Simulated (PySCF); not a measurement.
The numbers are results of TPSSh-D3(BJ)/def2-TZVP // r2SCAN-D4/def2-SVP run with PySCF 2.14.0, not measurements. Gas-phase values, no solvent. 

Reference species: [Ti(Cl)4] (neutral, multiplicity 1).

The mean distance from the central atom to its bonded neighbours is 2.167 Å. The coordination number is 4.

Changed species: [Ti(H)4] (4 of 4 Cl replaced by H; the reference has 0 of 4 Cl replaced by H).

Task: What does the change do to the mean distance from the central atom to its bonded neighbours and coordination number?

Result: the mean distance from the central atom to its bonded neighbours decreases by 0.475 Å, to 1.692 Å; the coordination number stays essentially unchanged.
